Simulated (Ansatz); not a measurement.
`SB(S)Cl`. Charge 0, multiplicity 1.

```xyz
6

S    -0.7573    1.2108   -0.3558
B     0.1351   -0.3304   -0.1288
S     0.8651   -0.7615    1.4532
Cl    0.3379   -1.4867   -1.4341
H    -1.0659    1.0223   -1.6490
H     0.4850    0.3454    2.1144
```

Problem. What are the harmonic wavenumbers in cm⁻¹ at PBE0-D4/def2-TZVP (Ansatz, finite differences of forces, unscaled)? (Best estimate.)

Solution. Ansatz gave: 211, 233, 305, 403, 430, 455, 775, 806, 1005, 1033, 2704, 2715.

Problem. Is this a minimum?

Solution. Yes, all 12 modes are real.

Problem. Give the ideal-gas thermochemistry at 298.15 K and 1 bar (rigid rotor, harmonic oscillator; point group Cs, symmetry number 1).

Solution. Zero-point energy 66.2 kJ/mol; H(298) − E = 82.9 kJ/mol; entropy 318.2 J/(mol·K), of which translation 167.7, rotation 115.0, vibration 35.5; G(298) − E = -12.0 kJ/mol.

Problem. Rotational constants (cm⁻¹)?

Solution. 0.1045, 0.1017, 0.05154.
